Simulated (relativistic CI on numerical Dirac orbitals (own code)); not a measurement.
## Co2+: resonant inelastic scattering at the L2,3 edge

Computed with this model: Dirac-Coulomb-Breit CI, KLI orbitals optimised for each configuration, model QED (radiative potential, 1s self-energy scaled to tabulated hydrogen-like ionisation energies), valence Slater integrals scaled by 0.8, Kramers-Heisenberg scattering through one core-hole configuration in a parametric crystal field; configurations [Ar] 3d7 → [He] 2s2 2p5 3s2 3p6 3d8; 80 K; core-hole width 0.4 eV; summed over polarisations. Incident energies are the highest absorption maxima for each field (at most a few, so the weaker spin-orbit partner edge can be absent), on the computed scale of the free ion. Intensities are in per cent of the strongest line above 0.02 eV; levels within 1 cm⁻¹ are merged; final levels count from the ground level, the first row holds all elastic scattering, lines under 0.4 are left out and each table stops after 24 rows. The scale of the Slater integrals is a model choice and moves the terms in proportion.

Field parameters in Wybourne normalisation: D3d B²₀ = −7Dσ, B⁴₀ = −14Dq − 21Dτ, B⁴₃ = −14√(10/7) Dq. The field is a parameter set, without covalency.

S is read from ⟨S²⟩ = S(S + 1).

D3d, 10Dq = 14000, Dσ = -1200, Dτ = 370 cm⁻¹:

| Final level (eV) | Degeneracy | Irrep | S | 778.6 eV | 780.5 eV | 782.3 eV |
| --- | --- | --- | --- | --- | --- | --- |
| 0.000 | 2 | Γ4 | 1.50 | 249.4 | 162.0 | 166.3 |
| 0.029 | 2 | Γ4 | 1.49 | 30.8 | 31.0 | 26.3 |
| 0.061 | 2 | Γ5+Γ6 | 1.49 | 13.9 | 10.9 | 12.6 |
| 0.099 | 2 | Γ4 | 1.47 | 30.1 | 6.4 | 22.5 |
| 0.180 | 2 | Γ5+Γ6 | 1.44 | 57.9 | 20.6 | 80.7 |
| 0.201 | 2 | Γ4 | 1.47 | 11.5 | 15.1 | 18.6 |
| 0.405 | 2 | Γ4 | 0.62 | 2.9 | 3.1 | 13.3 |
| 0.426 | 2 | Γ5+Γ6 | 0.64 | 5.7 | 3.3 | 6.9 |
| 1.799 | 2 | Γ5+Γ6 | 1.46 | 8.0 | 36.1 | 100.0 |
| 1.808 | 2 | Γ4 | 1.48 | 1.4 | 15.5 | 25.7 |
| 1.869 | 2 | Γ4 | 1.46 | 7.5 | 20.1 | 80.8 |
| 1.877 | 2 | Γ4 | 1.42 | 3.7 | 14.1 | 21.8 |
| 1.878 | 2 | Γ5+Γ6 | 1.47 | 2.0 | 8.0 | 17.7 |
| 1.908 | 2 | Γ4 | 1.47 | 0.6 | 7.1 | 15.2 |
| 2.069 | 2 | Γ4 | 0.59 | 0.6 | 1.5 | 28.1 |
| 2.079 | 2 | Γ5+Γ6 | 0.55 | 0.4 | 1.7 | 27.9 |
| 2.129 | 2 | Γ4 | 0.54 | 0.4 | 1.4 | 9.7 |
| 2.136 | 2 | Γ4 | 0.64 | 0.2 | 1.4 | 11.1 |
| 2.185 | 2 | Γ5+Γ6 | 0.58 | 0.2 | 1.6 | 10.0 |
| 2.204 | 2 | Γ4 | 0.56 | 0.4 | 0.7 | 8.5 |
| 2.710 | 2 | Γ5+Γ6 | 0.57 | 0.1 | 2.9 | 38.5 |
| 2.732 | 2 | Γ4 | 0.53 | 0.3 | 1.2 | 14.1 |
| 2.866 | 2 | Γ4 | 0.52 | 0.1 | 0.7 | 24.5 |
| 3.057 | 2 | Γ4 | 1.48 | 0.6 | 3.8 | 14.5 |

D3d, 10Dq = 14000, Dσ = -860, Dτ = 370 cm⁻¹:

```tsv
Final level (eV)	Degeneracy	Irrep	S	778.7 eV	780.6 eV	782.4 eV
0.000	2	Γ4	1.50	189.1	170.4	165.0
0.028	2	Γ4	1.49	24.0	42.8	26.9
0.060	2	Γ5+Γ6	1.49	9.7	12.9	10.8
0.097	2	Γ4	1.48	25.9	9.7	17.3
0.252	2	Γ5+Γ6	1.42	49.7	25.3	84.0
0.273	2	Γ4	1.46	7.6	16.5	21.9
0.447	2	Γ4	0.63	2.2	5.0	12.5
0.468	2	Γ5+Γ6	0.67	6.7	4.7	5.9
1.850	2	Γ5+Γ6	1.45	8.7	34.4	100.0
1.858	2	Γ4	1.47	1.8	20.4	29.5
1.865	2	Γ4	1.47	9.5	28.3	68.6
1.873	2	Γ5+Γ6	1.48	2.1	9.0	9.5
1.874	2	Γ4	1.44	2.7	9.8	19.2
1.905	2	Γ4	1.47	0.4	5.4	14.4
2.077	2	Γ5+Γ6	0.57	0.6	1.9	23.8
2.105	2	Γ4	0.57	0.4	1.7	18.1
2.138	2	Γ4	0.60	0.5	2.3	12.8
2.176	2	Γ4	0.55	0.3	0.6	11.8
2.213	2	Γ5+Γ6	0.58	0.2	1.4	9.6
2.234	2	Γ4	0.55	0.4	1.1	6.9
2.766	2	Γ5+Γ6	0.55	0.0	3.6	30.7
2.781	2	Γ4	0.52	0.3	1.9	12.5
2.878	2	Γ4	0.52	0.2	1.0	20.0
3.185	2	Γ4	1.49	0.5	3.8	13.7
```

D3d, 10Dq = 14000, Dσ = -510, Dτ = 370 cm⁻¹:

| Final level (eV) | Degeneracy | Irrep | S | 780.6 eV | 780.9 eV | 782.4 eV |
| --- | --- | --- | --- | --- | --- | --- |
| 0.000 | 2 | Γ4 | 1.50 | 224.5 | 240.0 | 179.9 |
| 0.027 | 2 | Γ4 | 1.49 | 56.9 | 55.5 | 26.3 |
| 0.059 | 2 | Γ5+Γ6 | 1.49 | 15.3 | 26.1 | 10.7 |
| 0.096 | 2 | Γ4 | 1.48 | 12.4 | 39.8 | 21.6 |
| 0.323 | 2 | Γ5+Γ6 | 1.39 | 29.3 | 49.3 | 100.0 |
| 0.345 | 2 | Γ4 | 1.44 | 19.1 | 26.2 | 30.6 |
| 0.487 | 2 | Γ4 | 0.65 | 6.6 | 18.9 | 17.7 |
| 0.508 | 2 | Γ5+Γ6 | 0.71 | 5.4 | 6.5 | 9.5 |
| 1.855 | 2 | Γ4 | 1.48 | 34.3 | 31.4 | 68.3 |
| 1.862 | 2 | Γ5+Γ6 | 1.47 | 14.3 | 19.8 | 28.2 |
| 1.865 | 2 | Γ4 | 1.44 | 17.9 | 14.2 | 36.1 |
| 1.884 | 2 | Γ4 | 1.49 | 17.0 | 26.5 | 25.0 |
| 1.904 | 2 | Γ5+Γ6 | 1.43 | 34.7 | 35.3 | 94.3 |
| 1.924 | 2 | Γ4 | 1.47 | 17.6 | 10.0 | 22.4 |
| 2.073 | 2 | Γ5+Γ6 | 0.61 | 3.0 | 3.3 | 27.7 |
| 2.106 | 2 | Γ4 | 0.55 | 1.8 | 3.7 | 15.8 |
| 2.159 | 2 | Γ4 | 0.62 | 2.9 | 5.1 | 24.2 |
| 2.228 | 2 | Γ4 | 0.52 | 0.7 | 4.5 | 24.4 |
| 2.239 | 2 | Γ5+Γ6 | 0.58 | 1.8 | 3.8 | 13.5 |
| 2.263 | 2 | Γ4 | 0.54 | 1.3 | 3.9 | 7.0 |
| 2.825 | 2 | Γ5+Γ6 | 0.54 | 4.0 | 6.1 | 32.2 |
| 2.831 | 2 | Γ4 | 0.52 | 2.0 | 4.5 | 16.6 |
| 2.898 | 2 | Γ4 | 0.52 | 1.1 | 4.1 | 23.6 |
| 3.322 | 2 | Γ4 | 1.49 | 4.2 | 7.2 | 12.1 |

For the first field the strongest loss at the lowest incident energy is the level at 0.18 eV (S = 1.44, against 1.50 in the thermal ground state). Levels of other spin, the first over 8 % at 0.40 eV, appear because spin-orbit coupling of the core hole, and in heavier ions of the valence shell too, mixes spins.
